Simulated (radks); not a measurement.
Dispersion coefficients C6 (hartree bohr^6) between ground-configuration atoms and ions, from the Casimir-Polder integral (3/pi) of alpha_A(iw) alpha_B(iw). All-electron calculation, scalar-relativistic Kohn-Sham, PBE, spin-unpolarised, spherical densities, finite nucleus; Fermi nuclear charge, rms radius of each element as measured or else 0.836 A^(1/3) + 0.57 fm. Program: a radial shooting solver on a logarithmic mesh with Libxc functionals. Response by self-consistent Sternheimer equations with the Hartree and adiabatic LDA kernel, the relativistic mass of each level held fixed and spin-orbit coupling left out.

\begin{tabular}{lrrrrrrrr}
C6 & Be & B+ & C2+ & N3+ & O4+ & F5+ & Ne6+ & Mg8+ \\ \hline
Be & 254.1 &  &  &  &  &  &  &  \\
B+ & 81.24 & 28.39 &  &  &  &  &  &  \\
C2+ & 35.99 & 13.23 & 6.368 &  &  &  &  &  \\
N3+ & 19.04 & 7.232 & 3.559 & 2.021 &  &  &  &  \\
O4+ & 11.28 & 4.385 & 2.193 & 1.260 & 0.7930 &  &  &  \\
F5+ & 7.225 & 2.859 & 1.449 & 0.8402 & 0.5325 & 0.3597 &  &  \\
Ne6+ & 4.903 & 1.968 & 1.008 & 0.5889 & 0.3755 & 0.2548 & 0.1813 &  \\
Mg8+ & 2.554 & 1.048 & 0.5452 & 0.3226 & 0.2076 & 0.1420 & 0.1017 & 0.05761 \\
\end{tabular}

Static polarisabilities (bohr^3): Be ([He] 2s2) 42.64, B+ ([He] 2s2) 10.53, C2+ ([He] 2s2) 4.158, N3+ ([He] 2s2) 2.058, O4+ ([He] 2s2) 1.166, F5+ ([He] 2s2) 0.7237, Ne6+ ([He] 2s2) 0.4793, Mg8+ ([He] 2s2) 0.2410. The combination rule 2 Ca Cb / ((alpha_b/alpha_a) Ca + (alpha_a/alpha_b) Cb) gives 1.260 for N3+-O4+, against 1.260 from the integral.
